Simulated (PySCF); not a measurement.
I3In, SMILES [I][In+]([I])[I] (connectivity only; charge and spin as stated), charge +1, multiplicity 2. Atoms are numbered in the order given.

```xyz
4

In     0.0000     0.0000     0.0000
I      2.6940     0.0000     0.0000
I     -1.3470     2.3330     0.0000
I     -1.3470    -2.3330     0.0000
```
Charge +1, spin multiplicity 2.

Geometry optimised at PBE-D3(BJ)/def2-SVP. The def2 effective core potentials stand for the cores of I, In; spin–orbit coupling is left out.

These are PySCF with PBE0/def2-TZVP values and carry that method's errors.

Gas-phase values at a fixed geometry.

Question: Estimate the frontier levels, dipole moment and polarisability. (The exact figures need the calculation; the answer reports its results.)

Answer: 
```yaml
"α spin, highest occupied and lowest empty level": -12.64 and -7.89 eV
"β spin, highest occupied and lowest empty level": -12.08 and -11.06 eV
dipole_moment_about_the_centre_of_nuclear_charge: 0.00 D
mean_static_polarisability: 267.0 bohr³ (39.56 Å³)
polarisability_principal_values: 82.5, 359.2, 359.3 bohr³
"⟨S²⟩": 0.755 (pure state 0.75)
```
